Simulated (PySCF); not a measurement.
ECD: `N(C(=C=CC#C)C#C)(C)C`, C$_{9}$H$_{9}$N

Geometry (Å), atoms numbered from 1 in this order:
```xyz
19

C     4.0406   -1.1023   -1.0995
C     3.2151   -0.6271   -0.3471
C     2.2590   -0.0800    0.5613
C     1.1011    0.4323    0.1943
C    -0.0159    0.9490   -0.3139
C    -0.0305    2.3581   -0.5886
C    -0.0226    3.5506   -0.8088
N    -1.1494    0.2026   -0.6260
C    -1.0583   -1.2122   -0.3883
C    -2.4461    0.7959   -0.4101
H     4.7667   -1.5180   -1.7729
H     2.5311   -0.1068    1.6276
H    -0.0066    4.6063   -1.0062
H    -0.1296   -1.6052   -0.8278
H    -1.9116   -1.7163   -0.8645
H    -1.0572   -1.4703    0.6907
H    -2.4313    1.8507   -0.7144
H    -2.7722    0.7461    0.6488
H    -3.1941    0.2722   -1.0242
```

Method: PySCF 2.14.0, TDDFT CAM-B3LYP/aug-cc-pVDZ circular dichroism and optical rotation, one conformer, IEF-PCM acetonitrile (non-equilibrium linear response, no local-field factor). Geometry: PBE0-D3(BJ)/def2-SVP.

No stereocentre is labelled: unless the shape is locked (an allene, a helicene, a hindered biaryl), the mirror image is equally populated and a measured rotation or CD is zero.

**Question.** Which excitations and rotatory strengths does the calculation give?

**Answer.** Rotatory strengths R in 10⁻⁴⁰ esu² cm², velocity form and length form (origin at the centre of mass); f in length form.
```
state  E (eV)  λ (nm)       f  R (velocity)  R (length)                                    main
    1    3.73     332   0.005         -25.1       -25.1                          HOMO→LUMO 0.92
    2    4.91     253   0.528        +114.6      +116.0      HOMO→LUMO+1 0.60, HOMO→LUMO+2 0.29
    3    5.29     234   0.021         -21.6       -21.9      HOMO→LUMO+2 0.55, HOMO→LUMO+1 0.25
    4    5.37     231   0.044         -46.7       -47.3  HOMO−1→LUMO+1 0.34, HOMO−1→LUMO+2 0.26
    5    5.48     226   0.328         +57.0       +57.8    HOMO−1→LUMO 0.60, HOMO−1→LUMO+1 0.14
    6    5.61     221  0.0008          -6.1        -6.4                        HOMO−3→LUMO 0.81
    7    5.83     213   0.005         -12.2       -12.4                        HOMO−2→LUMO 0.52
    8    5.96     208   0.005          +2.5        +2.6      HOMO→LUMO+5 0.36, HOMO→LUMO+4 0.28
    9    6.02     206   0.103         -32.6       -33.0  HOMO−2→LUMO+2 0.30, HOMO−2→LUMO+1 0.29
   10    6.07     204   0.025          +5.5        +5.7      HOMO→LUMO+5 0.29, HOMO→LUMO+4 0.21
   11    6.09     203   0.004         +10.9       +11.0    HOMO→LUMO+3 0.16, HOMO−4→LUMO+2 0.13
   12    6.10     203   0.001          -3.1        -3.2      HOMO→LUMO+3 0.29, HOMO→LUMO+6 0.15
```

Among the states computed, the strongest CD band (largest |R|) is state 2. The largest dissymmetry factor in size, g = 4R/(D+G), with D and G the electric and magnetic dipole strengths, is -0.073 for state 6 (velocity form, f = 0.0007), among bands with |R| over 0.5. The mirror image has the same energies and oscillator strengths and all R with the opposite sign.
